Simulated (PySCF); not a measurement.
Saddle point of BNH2ClF, singlet (BNH₂ClF ([NH2][B]([F])[Cl]) → BNHCl ([NH][B][Cl]) + HF; bonds formed: F2–H4; bonds broken: B1–F2, N3–H4), PBE0-D4/def2-TZVP structure:

| atom | x (Å) | y (Å) | z (Å) |
| --- | --- | --- | --- |
| B1 | -0.0931 | 0.3624 | -0.4036 |
| F2 | -1.1813 | -0.0270 | 1.0530 |
| N3 | 0.7865 | -0.5031 | -0.0055 |
| H4 | -0.3272 | -0.5787 | 1.0542 |
| Cl5 | -0.8566 | 1.5588 | -1.3433 |
| H6 | 1.6720 | -0.8125 | -0.3548 |

Energies are electronic, without zero-point energy. Barriers and step energies count from the start structure reached by relaxing down the imaginary mode; all methods use the PBE0-D4 structures, on which another method's saddle can fall below an end. Computed with PySCF 2.14 with density fitting (its default auxiliary sets; JK sets also for MP2 and CCSD(T)) (basis: def2-TZVPP, with def2-QZVPP for the basis limit); correlated methods freeze the cores. B3LYP uses VWN-RPA correlation. Extrapolation: Hartree–Fock as exp(−7.88 √X), correlation as X^−2.97.

| method | barrier (kcal/mol) | step energy (kcal/mol) |
| --- | --- | --- |
| SPW92 | 72.60 | 69.66 |
| PBE-D4 | ? | 64.66 |
| r2SCAN-D4 | ? | 69.18 |
| PBE0-D4 | 79.33 | 68.95 |
| B3LYP-D4 | 78.54 | 65.87 |
| BHLYP-D4 | 85.28 | 70.99 |
| wB97M-V | ? | 68.53 |
| HF | 94.10 | 74.16 |
| MP2 | 78.97 | 65.60 |
| CCSD | 82.91 | 68.25 |
| CCSD(T) | 80.12 | 66.63 |

Task: Fill in the withheld barriers. (Judge from chemistry; the value comes from the calculation.)

Result: Computed: wB97M-V 79.11; PBE-D4 73.24; r2SCAN-D4 78.30 kcal/mol. Each is the energy of the saddle less that of the start structure, by the same method.

For comparison, the barrier by CCSD(T) at an estimated basis limit (MP2 extrapolated from triple and quadruple zeta, plus CCSD(T) − MP2 in triple zeta) is 79.85 kcal/mol.

No T1 diagnostic of these runs exceeds 0.015.

Labels in which every atom is bracketed show which atoms are joined, not bond orders.

For scale, one of the runs: CCSD(T)/def2-TZVPP, 163 basis functions, launched by `OMP_NUM_THREADS=4 python run.py`. Hardware: 4 CPU threads of an Arm Neoverse V2, shared host. Wall time 3 min; peak host memory 1.4 GiB.
